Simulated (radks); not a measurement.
Results of a calculation; reference values are marked as such.
Task: Code: a radial shooting solver on a logarithmic mesh with Libxc functionals. Model: Dirac Kohn-Sham, PBE, spin-unpolarised, spherical densities, finite nucleus; open shells are shared between the two j in proportion to 2j + 1; Fermi nuclear charge, rms radius of each element as measured or else 0.836 A^(1/3) + 0.57 fm. Each species is in its NIST ground configuration. Rank Ni4+, Cr4+, Sc4+, Zn4+, Ti4+, V4+, Mn4+, Cu4+, Co4+, Fe4+ by mean radius of the outermost orbital (bohr), largest first.

Result: Sc4+ 1.09, V4+ 1.08, Ti4+ 1.03, Cr4+ 1.02, Mn4+ 0.969, Fe4+ 0.922, Co4+ 0.880, Ni4+ 0.842, Cu4+ 0.807, Zn4+ 0.775.
